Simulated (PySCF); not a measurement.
SMILES C[O][Sn]([CH3])([NH2])[NH2] (C2H10N2OSn), GFN2-xTB optimised geometry.

```
16

C     -0.15    -1.20    -2.96
O     -0.77    -1.36    -1.72
Sn    -0.22    -0.46     0.00
C     -1.41    -1.57     1.45
N     -0.68     1.53     0.00
N      1.83    -0.46     0.00
H      0.93    -1.35    -2.91
H     -0.57    -1.95    -3.62
H     -0.34    -0.21    -3.39
H     -2.22    -2.06     0.93
H     -0.79    -2.30     1.95
H     -1.81    -0.87     2.18
H     -0.02     2.06    -0.56
H     -1.60     1.70    -0.39
H      2.21     0.05     0.79
H      2.22    -1.40     0.05
```

Density from PBE0/def2-TZVP, def2 effective core potentials past Kr in PySCF 2.14.0 at that geometry. The core electrons that the potentials of Sn replace are not part of the density.

Minimum of the electron density along straight lines between bonded atoms, close to the bond critical point (lines longer than 1.1 times the sum of covalent radii, or with two minima, are not listed):

```
bond    length / Å  ρ at the minimum / e bohr⁻³  ∇²ρ there / e bohr⁻⁵  position (fraction from the first atom)
------  ----------  ---------------------------  --------------------  ---------------------------------------
C1–O2        1.396                        0.270                 -0.59                                     0.35
O2–Sn3       2.014                        0.109                  0.41                                     0.49
Sn3–C4       2.176                        0.101                  0.09                                     0.51
Sn3–N5       2.040                        0.117                  0.31                                     0.51
Sn3–N6       2.050                        0.114                  0.30                                     0.51
C1–H7        1.092                        0.283                 -0.99                                     0.64
C1–H8        1.092                        0.283                 -1.00                                     0.64
C1–H9        1.094                        0.282                 -0.98                                     0.64
C4–H10       1.082                        0.279                 -0.95                                     0.64
C4–H11       1.084                        0.278                 -0.94                                     0.64
C4–H12       1.083                        0.279                 -0.95                                     0.64
N5–H13       1.015                        0.332                 -1.58                                     0.73
N5–H14       1.014                        0.332                 -1.58                                     0.73
N6–H15       1.013                        0.333                 -1.59                                     0.73
N6–H16       1.014                        0.333                 -1.58                                     0.73
```
